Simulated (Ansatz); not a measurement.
Ansatz (a quantum-chemistry and plane-wave program) input for ClH3MoN2S, SMILES [NH2][Mo](=[NH])(=[S])[Cl], multiplicity 1, CAM-B3LYP/def2-SVPD. Geometry optimised at B3LYP-D3(BJ)/def2-SVP. The multiplicity is an assumed one; no other spin state was optimised. The structure was generated by enumeration; whether it is a known compound was not checked. The def2 effective core potentials stand for the cores of Mo; spin–orbit coupling is left out. One conformer was computed; it need not be the lowest.

Ansatz 0.2 input:
```yaml
crystal:
  periodic: [false, false, false]
  atoms:
    - {symbol: Mo, position_ang: [0.15981572, 0.07773522, -0.16817353]}
    - {symbol: N, position_ang: [0.98614615, -0.72628452, -1.45110713]}
    - {symbol: H, position_ang: [1.65798045, -1.41581689, -1.79239896]}
    - {symbol: S, position_ang: [1.00354348, -0.42588184, 1.71867665]}
    - {symbol: Cl, position_ang: [-2.06862203, -0.50870309, -0.22752404]}
    - {symbol: N, position_ang: [0.39252054, 1.95570681, -0.49841969]}
    - {symbol: H, position_ang: [0.75502346, 2.34754379, -1.36491465]}
    - {symbol: H, position_ang: [0.33394770, 2.65949981, 0.23637226]}
basis:
  gaussian:
    orbitals: def2-SVPD
hamiltonian:
  xc: {name: CAM-B3LYP}
```

Output:

```
WARN ansatz: RAYON_NUM_THREADS=1 ignored (pool sized by the plan → 1); use --threads N
Functional definition: CAM-B3LYP
integrals: 0.13 GiB planned
1414 factors; their error is unknown
integrals: 0.15 GiB planned
478 factors; integrals over basis functions are off by at most 2.2e-5 eV
mean field: 1.06 GiB planned
mean field evaluation 1: about -28223.2559 eV, gradient 7.7e1 eV
mean field evaluation 2: about -28152.9537 eV, gradient 2.0e2 eV
mean field evaluation 4: about -28234.3219 eV, gradient 1.5e1 eV
mean field evaluation 8: about -28234.8553 eV, gradient 1.9e-1 eV
mean field evaluation 16: about -28234.9835 eV, gradient 4.8e-4 eV
mean field -28234.98352564 eV, -1037.6165062082 hartree, gradient 2.6e-5 eV, S^2 0.000000; 0 other end points of the search recorded, 0 dependent functions left out
reference -28234.98366666 eV, -1037.6165113904 hartree; 32, 32 occupied and 120, 120 virtual orbitals, 1414 factors
Total energy: -28234.98366666 eV, -1037.6165113904 hartree
```

The calculation finished and met its thresholds.

Cost: about 7 core-seconds (a rough figure).
